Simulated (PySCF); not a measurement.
# Electron correlation in Br (bromine, neutral)

[Ar] 3d10 4s1 4p6, 2S determinant (an excited configuration). Calculation: PySCF 2.14, in aug-cc-pVTZ-DK; scalar relativity by spin-free X2C-1e. Frozen: [Ar] 3d10; 7 electrons correlated.

MP2 pair energies summed by pair of shells (mhartree):

```json
{"pair": "4p-4p", "energy": "-189.10", "share (%)": "89.6"}
{"pair": "4s-4p", "energy": "-21.99", "share (%)": "10.4"}
```

Total MP2 correlation energy: -211.09 mhartree.

Same-spin part -38.69 and opposite-spin part -172.40 mhartree; SCS-MP2 scales them by 1/3 and 6/5 to -219.78 mhartree.
